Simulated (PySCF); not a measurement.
SbCl₅, SMILES [Cl][Sb]([Cl])([Cl])([Cl])[Cl]. The structure is a stationary point at PBE-D3(BJ)/def2-SVP. The isomer is the one that the SMILES or the coordinates give; other isomers of the formula were not compared. The def2 effective core potentials stand for the cores of Sb; spin–orbit coupling is left out.

Computed equilibrium geometry at PBE-D3(BJ)/def2-SVP (PySCF confirms it by a frequency run) as a Z-matrix, and its point group:
point group D3h.
```
Sb
Cl 1 2.3657
Cl 1 2.3657 2 120.00
Cl 1 2.3657 2 120.00 3 180.00
Cl 1 2.3889 2 90.00 3 -90.00
Cl 1 2.3889 2 90.00 5 180.00
```
